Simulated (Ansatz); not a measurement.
Start from `O[SiH](O)C#C[SiH3]` and change one atom or group to get `O[SiH](O)C#[C][GeH3]`.

Ansatz, PBE0-D4/def2-TZVP geometries, multiplicity 1. Each molecule was computed in one conformer, which needn't be the lowest.

Scalar relativity is left out up to krypton.

```
                             property  `O[SiH](O)C#C[SiH3]`
  HOMO–LUMO gap (PBE/def2-TZVPP) / eV                  5.27
    LUMO energy (PBE/def2-TZVPP) / eV                 -1.81
    HOMO energy (PBE/def2-TZVPP) / eV                 -7.08
HOMO–LUMO gap (B3LYP/def2-TZVPP) / eV                  6.98
   HOMO energy (PBE0/def2-TZVPP) / eV                 -8.35
   LUMO energy (PBE0/def2-TZVPP) / eV                 -0.94
```

Problem. What does the change do to each property? (Estimate.)

Solution. The calculation gave: 
| property | `O[SiH](O)C#[C][GeH3]` | shift |
| --- | --- | --- |
| HOMO–LUMO gap (PBE/def2-TZVPP) / eV | 5.50 | 0.23 |
| LUMO energy (PBE/def2-TZVPP) / eV | -1.51 | 0.30 |
| HOMO energy (PBE/def2-TZVPP) / eV | -7.02 | 0.06 |
| HOMO–LUMO gap (B3LYP/def2-TZVPP) / eV | 7.19 | 0.21 |
| HOMO energy (PBE0/def2-TZVPP) / eV | -8.27 | 0.08 |
| LUMO energy (PBE0/def2-TZVPP) / eV | -0.63 | 0.31 |

With PBE0 the HOMO rises by 0.08 eV and the LUMO rises by 0.31 eV, so the gap widens by about 0.23 eV. PBE moves the HOMO by 0.06 eV and ωB97M-V by 0.10 eV.

B3LYP here is the variant with VWN-RPA as its local correlation; programs differ in this.
